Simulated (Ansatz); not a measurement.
Species: dibromo(dimethoxy)silane, C2H6Br2O2Si (charge 0, singlet). 
Coordinates optimised at B3LYP-D3(BJ)/def2-TZVP (Ansatz, a program for electronic structure):
SMILES: CO[Si](Br)(Br)OC
```xyz
13

Si     0.0942    -0.3103    -0.1079
Br    -0.1796     1.4443    -1.4303
Br    -0.3216     0.2071     2.0044
O      1.6418    -0.7518    -0.2960
C      2.3034    -1.7734     0.4493
O     -0.9648    -1.4790    -0.4796
C     -1.1443    -2.0457    -1.7771
H      2.3767    -1.4926     1.5015
H      1.7724    -2.7244     0.3681
H      3.3034    -1.8827     0.0344
H     -1.5301    -1.2971    -2.4713
H     -1.8656    -2.8549    -1.6814
H     -0.2040    -2.4437    -2.1648
```

Basis-set convergence of Hartree-Fock and CCSD correlation energies (hartree) with Ansatz. Valence correlation only, unless marked. Spin-orbit coupling is left out. Frozen are the shells of the preceding noble gas and the d and f shells that filled before the atom's block. No relativistic terms.

```csv
basis,functions,E(HF),"E(corr, CCSD)"
def2-SVP,168,-5661.99767,-1.03497
def2-TZVPP,346,-5663.02036,-1.30593
def2-QZVPP,656,-5663.13956,-1.40087
```

Extrapolating the two largest sets (X = 3 and 4) as X^-3: E(corr) = (64·(-1.40087) - 27·(-1.30593))/37 = -1.4702 Eh, an estimate of the basis-set limit. The largest set recovers 95.3 % of it, the smallest 70.4 %.
